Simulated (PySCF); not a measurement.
Compound: C₅H₁₁PS.
Atom-mapped SMILES: `[CH3:1][C@@H:2]1[CH2:3][CH2:4][P@H:5](=[S:6])[CH2:7]1`

Structure used (GFN2-xTB), in Å, numbered top down from 1:
```xyz
18
C5H11PS angstrom
C      2.1110   -0.5540    0.3393
C      0.5910   -0.4647    0.3521
C     -0.0132   -0.5907   -1.0504
C     -1.5139   -0.3198   -0.9395
P     -1.6668    0.9748    0.3782
S     -2.4078    2.6935   -0.0922
C      0.0973    0.8762    0.8965
H      2.5096   -0.4513    1.3458
H      2.4304   -1.5137   -0.0604
H      2.5329    0.2342   -0.2806
H      0.1897   -1.2701    0.9774
H      0.4482    0.1575   -1.6992
H      0.1783   -1.5761   -1.4769
H     -1.9407    0.0516   -1.8729
H     -2.0625   -1.2157   -0.6398
H     -2.3238    0.2910    1.4110
H      0.6249    1.7106    0.4220
H      0.2067    0.9731    1.9779
```

Definitions: NICS(0) = −σiso at the ring centroid; NICS(1) = −σiso and NICS(1)zz = −σzz at ±1 Å along the ring normal z. Level: GIAO PBE0/pcSseg-1 (PySCF, non-relativistic, gas phase) on the GFN2-xTB geometry, one conformer.

Ring bond lengths (Å), with Mayer bond orders in brackets: C2–C3 1.532 (0.98), C3–C4 1.529 (1.03), C4–P5 1.854 (0.88), P5–C7 1.841 (0.90), C7–C2 1.529 (0.99).

Give the NICS values of each ring in ppm.

```tsv
ring	type	NICS(0)	NICS(1), two faces	NICS(1)zz, two faces	rms pucker (Å)	centre to ring atoms, mean (Å)
C2–C3–C4–P5–C7	5-membered ring with P; formal bonds all single	-5.5	-4.6 / -3.9	-3.1 / -0.7	0.20	1.38
```

What do they say, and how far can they be read as aromaticity?

- C2–C3–C4–P5–C7: mean NICS(1)zz -1.9 ppm, near zero. C2, C3, C4, P5, C7 have four or more neighbours, so the value isn't read as a sign of a π ring current.

What field does 14.1 T along the ring normal induce along that normal at the second NICS(1) probe listed for ring C2–C3–C4–P5–C7, 1 Å off the ring?

NICSzz × B0 = -0.7 ppm × 14.1 T = -10 μT, against the applied field.

Give the inner angles of the rings and the Hirshfeld charges of the ring atoms.

- C2–C3–C4–P5–C7: C2 105.7° (-0.019 e), C3 107.8° (-0.067 e), C4 104.8° (-0.108 e), P5 94.8° (+0.317 e), C7 104.8° (-0.110 e); sum 518.0° against 540° for a flat convex ring.

What are the shieldings of the ring atoms and their hydrogens in the same run (means over atoms taken as equivalent)?

| atoms | environment | σ isotropic (ppm) | principal values of the symmetric part, first atom (ppm) |
| --- | --- | --- | --- |
| C2 | sp3 CH carbon | 148.3 | 125.8, 152.7, 166.3 |
| C3 | ring CH2 carbon | 149.2 | 124.5, 148.8, 174.3 |
| C4 | sp3 carbon bound to phosphorus | 149.0 | 117.1, 154.6, 175.3 |
| P5 | phosphorus bonded to 2 C, S and H | 308.6 | 177.8, 289.6, 458.3 |
| C7 | sp3 carbon bound to phosphorus | 139.7 | 109.2, 138.1, 171.7 |
| H11 | methine hydrogen | 30.20 | 26.5, 28.9, 35.2 |
| H12 | methylene hydrogen | 30.30 | 26.3, 29.7, 35.0 |
| H13 | methylene hydrogen | 29.83 | 24.5, 28.5, 36.5 |
| H14 | methylene hydrogen | 29.99 | 25.9, 28.2, 35.8 |
| H15 | methylene hydrogen | 29.54 | 25.4, 27.5, 35.7 |
| H16 | P–H hydrogen | 24.39 | 19.8, 22.3, 31.1 |
| H17 | methylene hydrogen | 30.57 | 26.6, 30.6, 34.5 |
| H18 | methylene hydrogen | 29.36 | 25.6, 28.2, 34.2 |
